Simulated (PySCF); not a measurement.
**Worked example: entropy of an ideal gas**

C₅H₅, SMILES C1=[C]CC=C1 (connectivity only; charge and spin as stated), charge +1, multiplicity 1.

Geometry: PBE0-D3(BJ)/def2-SVP. The multiplicity is an assumed one; other spin states were not compared. The isomer is the one that the SMILES or the coordinates give; other isomers of the formula were not compared. The values are those of a single conformer.

PySCF with PBE0-D3(BJ)/def2-SVP gives the harmonic wavenumbers 336, 433, 515, 619, 749, 867, 914, 929, 947, 1011, 1067, 1077, 1133, 1177, 1209, 1332, 1383, 1494, 1699, 3091, 3173, 3215, 3230, 3282 cm⁻¹ and the rotational temperatures 0.5081, 0.3653, 0.2251 K. The molar mass is 65.09 g/mol, the symmetry number 1, the spin multiplicity 1.

**Question.** Work out the entropy at 298.15 K and 1 atm in the rigid-rotor, harmonic-oscillator model.

**Answer.** 
Translation (Sackur–Tetrode at 1 atm): S = R[1.5 ln M + 2.5 ln T − 1.16487] = 160.8 J/(mol K).
Rotation: q = (√π/σ) T^1.5/√(θA θB θC) = 44600, S = R[ln q + 3/2] = 101.5 J/(mol K).
Vibration: with u = 1.4388 ν/T, each mode gives R[u/(e^u − 1) − ln(1 − e^−u)]:
| ν (cm⁻¹) | modes | u | S (J/(mol K)) |
|---|---|---|---|
| 336 | 1 | 1.62 | 5.15 |
| 433 | 1 | 2.09 | 3.55 |
| 515 | 1 | 2.49 | 2.60 |
| 619 | 1 | 2.99 | 1.75 |
| 749 | 1 | 3.61 | 1.06 |
| 867 | 1 | 4.18 | 0.67 |
| 914 | 1 | 4.41 | 0.55 |
| 929 | 1 | 4.48 | 0.52 |
| 947 | 1 | 4.57 | 0.48 |
| 1011 | 1 | 4.88 | 0.37 |
| 1067 | 1 | 5.15 | 0.30 |
| 1077 | 1 | 5.20 | 0.29 |
| 1133 | 1 | 5.47 | 0.23 |
| 1177 | 1 | 5.68 | 0.19 |
| 1209 | 1 | 5.83 | 0.17 |
| 1332 | 1 | 6.43 | 0.10 |
| 1383 | 1 | 6.67 | 0.08 |
| 1494 | 1 | 7.21 | 0.05 |
| 1699 | 1 | 8.20 | 0.02 |
The stiffer modes add less than 0.005 each. Sum 18.1 J/(mol K).
Spin: R ln 1 = 0.0 J/(mol K).
Total 280.4 J/(mol K); the program's own thermochemistry gives 280.4. Translation makes up 57 % and vibration 6 %. Anharmonicity, hindered rotation and orbital degeneracy are left out.
